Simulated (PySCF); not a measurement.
Molecule: `O(C(=C)CF)[SiH3]`, C3H7FOSi.

Bonds (- single, = double, # triple, : aromatic): C1=C2 1.335 Å, C2-C3 1.499 Å, C3-F4 1.363 Å, C2-O5 1.353 Å, O5-Si6 1.684 Å. C1 carries H7, H8; C3 carries H9, H10; Si6 carries H11, H12, H13. H8 is cis to C3; H7 is trans to C3.

Geometry PBE0-D3(BJ)/def2-SVP throughout; GIAO in PySCF, gas phase, one conformer, non-relativistic; equivalent atoms averaged; basis pcSseg-1.

Task: How do the shifts δ (against TMS, CFCl3, H2O at the same level) depend on the functional? (a selection of nuclei; ppm; last column core-seconds on 1 thread of an Arm Neoverse V2, shared host)

Result: 
```tsv
functional	kind	C2	C3	F4	O5	Si6	H11/H12/H13	H8	H9/H10	H7	core-s
PBE0	global hybrid	165.2	82.3	-253.6	95.9	-34.5	4.91	4.76	4.66	4.40	12
mPW1PW91	global hybrid	165.2	82.3	-252.6	95.0	-34.3	4.86	4.76	4.65	4.40	13
WP04	global hybrid	164.3	84.0	-241.8	90.1	-41.3	4.16	4.64	4.56	4.20	13
B97-2	global hybrid	161.9	81.5	-250.0	93.0	-35.8	4.80	4.71	4.65	4.35	12
BHandHLYP	global hybrid	166.8	80.3	-235.7	86.0	-38.5	4.65	4.77	4.59	4.39	12
CAM-B3LYP	range-separated hybrid	169.1	83.6	-245.3	95.2	-37.3	4.81	4.73	4.66	4.38	16
wB97X-D	range-separated hybrid	166.2	82.3	-246.9	89.3	-33.4	4.83	4.77	4.61	4.41	16
LC-wPBE	range-separated hybrid	169.0	82.6	-234.6	84.1	-29.6	4.80	4.89	4.60	4.51	20
```

Task: Which nucleus among those listed moves most, in ppm?

Result: F4 (fluorine on an sp3 carbon): from -253.6 ppm with PBE0 to -234.6 ppm with LC-wPBE. The smallest spread is 0.10 ppm, at H9/H10. Proton shifts span only some 12 ppm, so a few tenths of a ppm matter as much there as several ppm in carbon.
